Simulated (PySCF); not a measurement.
Species: C6H7FNS (doublet state).
Atom-mapped SMILES: `[F:1][C:2](=[C:3]=[S:4])[CH2:5][NH:6][C:7]1[CH2:8][CH2:9]1` (hydrogens: H10, H11 on C5; H12 on N6; H13, H14 on C8; H15, H16 on C9)

Structure used (GFN2-xTB), in Å, numbered top down from 1:
```xyz
16
C6H7FNS angstrom
F      1.416   -1.251   -1.123
C      2.044   -0.256   -0.413
C      3.283   -0.321   -0.029
S      4.698   -0.024    0.600
C      1.069    0.875   -0.087
N      0.092    0.465    0.883
C     -0.958   -0.284    0.531
C     -2.284   -0.586    1.057
C     -2.079   -0.175   -0.397
H      1.629    1.726    0.299
H      0.545    1.147   -1.007
H      0.449    0.326    1.821
H     -2.547   -1.616    1.255
H     -2.754    0.111    1.742
H     -2.408    0.807   -0.720
H     -2.203   -0.935   -1.156
```

The hyperfine couplings belong to this conformer and change with its torsions.

Level of theory: UKS B3LYP, pcH-1 on C F H N S, non-relativistic, mean-field spin-orbit, GIAO (PySCF). The structure is a single GFN2-xTB conformer in the gas phase; no vibrational or solvent corrections. A GFN2-xTB geometry isn't a minimum of the functional, and hyperfine couplings can be far from their values at a DFT geometry. The SCF solution wasn't tested for stability.

Q: Match the computed a_iso(1H) values +52.6, -6.1, +5.7 MHz (means over equivalent nuclei) with the sites H10/H11; H12; H13/H14/H15/H16.

A: 
```csv
site,a_iso (MHz),ρ(0) (bohr⁻³),position,distance from C7 (Å),bound to,spin population there,largest |T| (MHz)
H10/H11,+5.7,+0.0013,"γ, 3 bonds from C7",2.93,C5,0.00,4.4
H12,-6.1,-0.0014,"β, 2 bonds from C7",2.01,N6,+0.09,12.7
H13/H14/H15/H16,+52.6,+0.0118,"β, 2 bonds from C7",2.20,C8/C9,-0.03,6.6
```

ρ(0) is the spin density at the nucleus and T the dipolar tensor; a_iso includes a spin–orbit part; entries for several nuclei are means. The largest Mulliken spin populations are on C7 (+0.65), C3 (+0.12), N6 (+0.09) and S4 (+0.08). C7 is the only atom above +0.15. The angles at C7 add up to 337.1°, so it is pyramidal.

The spin density at the nucleus, in bohr⁻³, is negative for C8/C9 (-0.0052) and H12 (-0.0014), for instance. A restricted open-shell determinant has no negative spin density anywhere; here it arises because α and β orbitals differ (spin polarisation).

Means are taken over nuclei equivalent by connectivity, which assumes that they swap fast. The 1H value of +52.6 MHz is a mean of couplings from 44.0 to 63.7 MHz in this one geometry, not an average over conformers. The 1H value of +5.7 MHz is a mean of couplings from 0.3 to 11.0 MHz in this one geometry, not an average over conformers.
